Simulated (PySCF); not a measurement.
Computed shifts of a molecule C4H7BO, PBE0/pcSseg-1 (PySCF), GIAO, gas phase, equivalent atoms averaged, in ppm (number of nuclei): ¹³C: 159.1 (1), 119.6 (1), 28.3 (1), 3.6 (1). ¹H: 7.13 (1), 5.94 (1), 2.09 (2), 1.05 (3). References: ¹³C against TMS (σ = 186.3 ppm); ¹¹B against BF3 (σ = 88.8 ppm); ¹⁷O against H2O (σ = 334.2 ppm); ¹H against TMS (σ = 31.56 ppm), references at their B3LYP-D3(BJ)/def2-TZVP geometries, non-relativistic. Geometry: PBE0-D3(BJ)/def2-SVP. One conformer was computed; it need not be the lowest.

**Question.** Identify the compound among the candidates.
A) COB1C=CC1
B) CB1CC=CO1
C) O=CB1CCC1
D) C=C1CCB1O

**Answer.** B, CB1CC=CO1
